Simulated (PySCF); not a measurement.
Compound: C4H7FSe.
Bonds: C1–C2 (double), C2–F3, C2–Se4, Se4–C5, C5–C6. Hydrogens: H7, H8 on C1; H9, H10 on C5; H11, H12, H13 on C6.

Computed by this run: CAM-B3LYP/def2-SV(P) geometry optimisation, gas phase (PySCF); density fitting, grid level 1; the optimiser is geomeTRIC in internal coordinates, started from a GFN2-xTB structure.

Step 0: E = -72314.2270 eV
```
atom  x, y, z in Å  |  force x, y, z in eV/Å
C1      2.6243    0.7672   -0.1557   -0.226  -0.122   0.034
C2      1.5243    0.1533    0.2438   -0.565  -0.206   0.313
F3      0.9547    0.4427    1.4255    0.116   0.048  -0.158
Se4     0.6177   -1.2323   -0.7051   -0.106  -0.189   0.087
C5     -1.1645   -1.0473    0.1323    0.551   0.454  -0.293
C6     -1.8630    0.2400   -0.2569    0.169  -0.406   0.086
H7      3.1049    1.5081    0.4586    0.273   0.404   0.480
H8      3.0592    0.5254   -1.1073    0.242  -0.115  -0.652
H9     -1.7161   -1.9242   -0.2119   -0.096  -0.312  -0.072
H10    -1.0165   -1.1184    1.2106    0.014  -0.099   0.267
H11    -1.3036    1.1060    0.0913    0.218   0.388   0.152
H12    -1.9724    0.3099   -1.3375   -0.074   0.077  -0.459
H13    -2.8533    0.2700    0.1946   -0.517   0.078   0.216
```

Task: Estimate the geometry and energy of step 1. (The exact step hangs on the optimiser's Hessian estimate; all steps are aligned on step 0, rigid shifts and turns removed.)

Result: E = -72314.2746 eV, largest force 0.267 eV/Å
```
atom  x, y, z in Å  |  force x, y, z in eV/Å
C1      2.5461    0.7842   -0.1796    0.058   0.036  -0.037
C2      1.4976    0.1065    0.2735    0.116  -0.025  -0.020
F3      0.9924    0.3737    1.4834   -0.042  -0.014   0.014
Se4     0.6442   -1.3432   -0.6184    0.035   0.097   0.031
C5     -1.1379   -1.0420    0.1271   -0.101  -0.231   0.088
C6     -1.8074    0.2584   -0.2735   -0.030   0.074  -0.019
H7      3.0306    1.5339    0.4560   -0.029  -0.047  -0.029
H8      2.9459    0.5907   -1.1783   -0.040   0.027   0.032
H9     -1.7116   -1.9184   -0.2230    0.013   0.076   0.033
H10    -1.0410   -1.1294    1.2204   -0.022   0.022  -0.067
H11    -1.2327    1.1292    0.0837   -0.009  -0.017  -0.005
H12    -1.9153    0.3426   -1.3673    0.015  -0.010   0.003
H13    -2.8152    0.3142    0.1781    0.036   0.011  -0.023
```

The energy changes by -0.0476 eV. The first-order estimate −F·Δx gives -0.1031 eV and the mean of the old and new forces, exact on a quadratic surface, -0.0463 eV. The step makes an angle of 79° with the force vector and moves no atom by more than 0.149 Å.

The cost below is that of the whole optimisation. Hardware: one thread of an Arm Neoverse N1, no GPU, on a shared host. Cost: 87 s of wall time, 0.57 GiB resident at most.
